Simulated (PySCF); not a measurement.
Species: phenylhydrazine, C₆H₈N₂.
SMILES with atom numbers: `[NH2:1][NH:2][c:3]1[cH:4][cH:5][cH:6][cH:7][cH:8]1` (hydrogens: H9, H10 on N1; H11 on N2; H12 on C4; H13 on C5; H14 on C6; H15 on C7; H16 on C8)

Geometry (PBE0-D3(BJ)/def2-SVP, Å), atoms numbered from 1 in this order:
```
atom  x, y, z in Å
N1    -2.758   -0.670   -0.229
N2    -1.898    0.391   -0.067
C3    -0.529    0.262    0.000
C4     0.089   -0.990    0.156
C5     1.476   -1.085    0.244
C6     2.279    0.051    0.180
C7     1.668    1.298    0.024
C8     0.287    1.408   -0.066
H9    -2.816   -1.220    0.626
H10   -2.452   -1.290   -0.983
H11   -2.269    1.283   -0.366
H12   -0.523   -1.892    0.213
H13    1.933   -2.070    0.367
H14    3.365   -0.031    0.248
H15    2.279    2.203   -0.031
H16   -0.179    2.390   -0.188
```

Mulliken charges (e) from the PBE0/pcSseg-1 density (PySCF), one withheld:

| atom | bonded to | charge |
| --- | --- | --- |
| N1 | N2 H9 H10 | -0.2401 |
| N2 | N1 C3 H11 | -0.4257 |
| C3 | N2 C4 C8 | +0.1814 |
| C4 | C3 C5 H12 | -0.1345 |
| C5 | C4 C6 H13 | -0.0815 |
| C6 | C5 C7 H14 | ? |
| C7 | C6 C8 H15 | -0.0876 |
| C8 | C7 C3 H16 | -0.1121 |
| H9 | N1 | +0.1911 |
| H10 | N1 | +0.1825 |
| H11 | N2 | +0.1874 |
| H12 | C4 | +0.0738 |
| H13 | C5 | +0.0920 |
| H14 | C6 | +0.0888 |
| H15 | C7 | +0.0937 |
| H16 | C8 | +0.0885 |

**Question.** What is the charge on C6?

**Answer.** The charges add up to the total charge, 0. The others sum to +0.0977, which leaves -0.0977 e for C6 (aromatic CH carbon).

**Question.** Add each hydrogen's charge to the atom that carries it.

**Answer.** N1 +0.1335, N2 -0.2383, C4 -0.0607, C5 +0.0105, C6 -0.0089, C7 +0.0061, C8 -0.0236. Atoms without hydrogen keep their charges.

**Question.** Across which bond do the charges differ most?

**Answer.** H11–N2: +0.1874 on H11 against -0.4257 on N2, a difference of 0.6131 e. The lower charge is on the more electronegative element of the two (Pauling values: N 3.04, H 2.20).

**Question.** Take the bonds between elements whose Pauling electronegativities differ by more than 0.25. In how many does the more electronegative atom carry the lower charge?

**Answer.** In 9 of 9.

**Question.** How much positive and how much negative charge does this set hold in all?

**Answer.** +1.1792 e on 9 atoms and -1.1792 e on 7.

The Mulliken scheme counts on each atom the diagonal of the density matrix times the overlap matrix over that atom's basis functions. One conformer (not necessarily the lowest) at the PBE0-D3(BJ)/def2-SVP geometry, without solvent, vibrations or thermal averaging.
